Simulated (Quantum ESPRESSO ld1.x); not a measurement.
Values are calculated unless marked as measured or tabulated.
Problem. These are the eigenvalues of the occupied orbitals of an atom or ion with whole-number occupations (Ry). Code: ld1.x of Quantum ESPRESSO 7.5. Model: scalar-relativistic Kohn-Sham, LDA (Slater exchange, Perdew-Zunger correlation), spin-polarised, spherical densities, point nucleus.

orbital  eigenvalue
1s         -5065.54
2s         -968.306
2p         -863.529
3s         -308.866
3p         -277.635
3d         -242.043
4s         -140.256
4p         -128.670

Which element is it, and in what charge state? The configuration may be excited. Open shells, if any, are filled with parallel spins first.

Solution. Z = 73, tantalum, charge +37: Ta37+ in [Kr]. The list shows which subshells hold electrons but not how many an open one holds; the 1s level, -2532.8 hartree, gives Z - s = 71.2 by -(Z - s)^2/2, which with screening and relativity narrows Z to a few neighbours, and the depths of the outer levels then fix element, charge and occupations together.
